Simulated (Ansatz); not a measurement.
Basis-set extrapolation for `C[O][Mg][S]C` (PBE0-D4/def2-TZVP geometry, frozen core, Ansatz 0.2.0). Multiplicity 1, RHF reference. For Mg the program correlates outer-core shells too, which these sets cover unevenly, so the extrapolated numbers aren't a true limit.

```csv
,def2-TZVPP,def2-QZVPP
HF,-751.373867,-751.402447
MP2 correlation,-0.963608,-1.063247
CCSD(T) correlation,-1.045588,not run
```

Energies in hartree. Use E(X) = E(∞) + A·exp(−7.88·√X) for Hartree–Fock and E(X) = E(∞) + B·X^(−2.97) for correlation, with X = 3 and 4, and add CCSD(T) minus MP2 of the smaller set to the MP2 limit.

What is the CCSD(T) energy at the basis-set limit?

HF limit: -751.402447 + (-0.028580) × 0.13774 = -751.40638. MP2 limit: -1.063247 + (-0.099639) × 0.74074 = -1.13705. Higher-order term: -1.045588 − (-0.963608) = -0.08198. Total: -752.62541 hartree, 540.7 kJ/mol below CCSD(T)/def2-TZVPP.
